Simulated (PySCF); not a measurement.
Si(H)2(Br)(OH) (BrH3OSi), SMILES O[SiH2]Br.

Geometry: PBE-D3(BJ)/def2-TZVP. One conformer was computed; it need not be the lowest.

These are r2SCAN/def2-TZVPD run with PySCF values and carry that method's errors.

Isolated molecule, no solvent.

| Item | Result |
|---|---|
| total energy | -2940.73520 hartree |
| highest occupied level | -7.49 eV |
| lowest empty level | -0.63 eV |
| orbital gap | 6.86 eV |
| dipole moment | 0.292 e·Å |
| quadrupole, principal values (traceless, Buckingham form, about the centre of nuclear charge) | -5.65, -0.11, 5.76 D·Å |
| mean static polarisability | 53.6 bohr³ (7.94 Å³) |
| polarisability, principal values | 47.5, 49.2, 64.0 bohr³ |
